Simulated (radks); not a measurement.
The numbers below are computed, except where a source is named.
Q: Neutral ruthenium: order these configurations by energy. Level of theory: scalar-relativistic Kohn-Sham, PBE, spin-polarised, spherical densities, finite nucleus; Fermi nuclear charge, rms radius of each element as measured or else 0.836 A^(1/3) + 0.57 fm (a radial shooting solver on a logarithmic mesh with Libxc functionals). Open shells are filled with parallel spins first. [Kr] 4d6 5s1 5p1; [Kr] 4d6 5s2; [Kr] 4d7 5p1; [Kr] 4d7 5s1; [Kr] 4d8.

A: From the lowest, in eV above it: [Kr] 4d7 5s1 0.000; [Kr] 4d6 5s2 0.988; [Kr] 4d8 1.046; [Kr] 4d6 5s1 5p1 3.531; [Kr] 4d7 5p1 3.668.
